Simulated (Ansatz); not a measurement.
Name a neutral molecule of C, O and H with HOMO–LUMO gap (B3LYP/def2-TZVPP) between 6.90 and 7.20 eV and HOMO–LUMO gap (ωB97M-V/def2-TZVPP) between 12.25 and 12.55 eV (Ansatz, PBE0-D4/def2-TZVP geometry).

`COCCOC=O` (7.17 eV, 12.35 eV); `COCC(=O)O` (7.18 eV, 12.35 eV). Other molecules can fit too; these were computed, each in one conformer that needn't be the lowest.

B3LYP here is the variant with VWN-RPA as its local correlation; programs differ in this.
